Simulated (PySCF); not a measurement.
**Ca: excitation energy**

Ca [Ar] 4s2 (1S) → Ca [Ar] 3d2 (3F), as a difference of total energies. Computed with PySCF 2.14 in x2c-QZVPPall with one added diffuse shell each of s, p, d, f type (12s8p5d4f, 89 functions), with the spin-free X2C one-electron Hamiltonian (Gaussian nucleus). Correlated levels: valence and next inner shell: [Ne] frozen. The calculations carry no spin-orbit coupling.

```csv
method,excitation energy (eV)
UHF,5.400
MP2 (valence and next inner shell),5.662
SCS-MP2 (valence and next inner shell),5.928
CCSD (valence and next inner shell),5.668
CCSD(T) (valence and next inner shell),5.681
```

**Question.** How much does correlation contribute at CCSD(T) (valence and next inner shell)?

**Answer.** 5.681 − (5.400) = 0.281 eV, measured against UHF.
